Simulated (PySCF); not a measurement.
# Electron correlation in Ar³⁺ (argon, charge +3)

[Ne] 3s2 3p3, high-spin 4S determinant. Calculation: PySCF 2.14, in x2c-TZVPall (5s5p2d1f, 37 functions); scalar relativity by spin-free X2C-1e. Frozen: [Ne]; 5 electrons correlated.

MP2 pair energies summed by pair of shells (mhartree):

| pair | energy | share (%) |
| --- | --- | --- |
| 3s-3p | -65.68 | 66.8 |
| 3p-3p | -23.26 | 23.7 |
| 3s-3s | -9.39 | 9.5 |

Total MP2 correlation energy: -98.33 mhartree.

Same-spin part -26.22 and opposite-spin part -72.10 mhartree; SCS-MP2 scales them by 1/3 and 6/5 to -95.26 mhartree.

```csv
level,correlation energy (mhartree)
CCSD,-121.17
(T),-3.06
CCSD(T),-124.23
```

Diagnostics: T1 = 0.0022, D1 = 0.0057, largest double amplitude 0.063.

Question: Is a single reference adequate?

Answer: Yes: T1 lies below 0.03 and no double amplitude reaches 0.07.
